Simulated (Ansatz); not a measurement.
Species: HSe, charge 0, doublet. HSe (SMILES [SeH], doublet).
B3LYP-D3(BJ)/def2-TZVP minimum from Ansatz (a program for electronic structure):
```
Se
H 1 1.4749
```
Charge 0, spin multiplicity 2.

Hartree-Fock and CCSD correlation energies in hartree (Ansatz). Open shells are spin-unrestricted; no spin-orbit coupling. Correlated methods leave the cores frozen (noble-gas shells, and filled d and f shells in the p block). No relativity.

```tsv
basis	X	E(HF)	E(corr, CCSD)
cc-pVTZ	3	-2400.45463	-0.15446
cc-pVQZ	4	-2400.45803	-0.16552
cc-pV5Z	5	-2400.45846	withheld
```

Problem. Fit E(corr) = E∞ + A/X³ to X = 3 and 4, predict X = 5, and compare with the run.

Solution. A = (-0.15446 - (-0.16552))/(1/27 - 1/64) = 0.5165; E∞ = -0.16552 - A/64 = -0.17359; at X = 5, E∞ + A/125 = -0.16946. The run gave -0.16916, 0.30 mEh above the prediction. The same form on X = 4 and 5 gives E∞ = -0.17298, 0.61 mEh above the first estimate.
